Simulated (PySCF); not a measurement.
**Unknown: peak-picked proton spectrum**

Formula C7H4FN. The spectrum was simulated from the full spin Hamiltonian at 600 MHz with 1.2 Hz Lorentzian lines, from shifts rounded to 0.01 ppm and J to 0.1 Hz, couplings under 1 Hz left out.

Maxima in ppm (height), grouped by integral:
2H: 7.707 (12), 7.702 (72), 7.699 (34), 7.694 (74), 7.691 (32), 7.689 (33), 7.686 (78), 7.681 (36), 7.678 (77), 7.674 (13)
2H: 7.179 (12), 7.175 (75), 7.172 (29), 7.165 (16), 7.161 (100), 7.159 (97), 7.155 (16), 7.147 (27), 7.145 (71), 7.140 (12)

[PySCF 2.14: structure optimised with PBE0-D3(BJ)/def2-SVP; GIAO B97-2/pcSseg-1 shieldings; J couplings at B3LYP/pcJ-1 (spin–dipole term only in couplings to heteroatoms); one computed conformer; no solvent; no relativistic terms; fast rotation and ring inversion assumed for equivalent nuclei]

Scale: ¹H (31.38 ppm) against TMS (reference shieldings calculated alike).

Problem. Analyse the multiplets.

Solution. ¹H NMR (600 MHz, computed): δ 7.69 (dd, J = 9.7, 4.8 Hz, 2H), 7.16 (dd, J = 9.7, 8.5 Hz, 2H). These are first-order names from the parameters used; overlap and second-order distortion can hide them in the list.

Problem. What is the compound?

Solution. `N#Cc1ccc(F)cc1`.

Atoms are numbered as in `[N:1]#[C:2][c:3]1[cH:4][cH:5][c:6]([F:7])[cH:8][cH:9]1` (H(Xn): hydrogen on atom n).

1. δ 7.69: H(C4)/H(C9), hydrogen on an aromatic CH, coupled to H(C5)/H(C8) (9.7 Hz), F7 (4.8 Hz).
2. δ 7.16: H(C5)/H(C8), hydrogen on an aromatic CH, coupled to H(C4)/H(C9) (9.7 Hz), F7 (8.5 Hz).

This is the structure that produced the data.

Multiplet labels drop couplings under 1 Hz and merge nearly equal ones. Couplings among chemically equivalent protons are left out too, so labels in AA′BB′ or AA′XX′ sets are apparent multiplicities. Unscaled 3J(H,H) at this level run about 10 % above measured values.
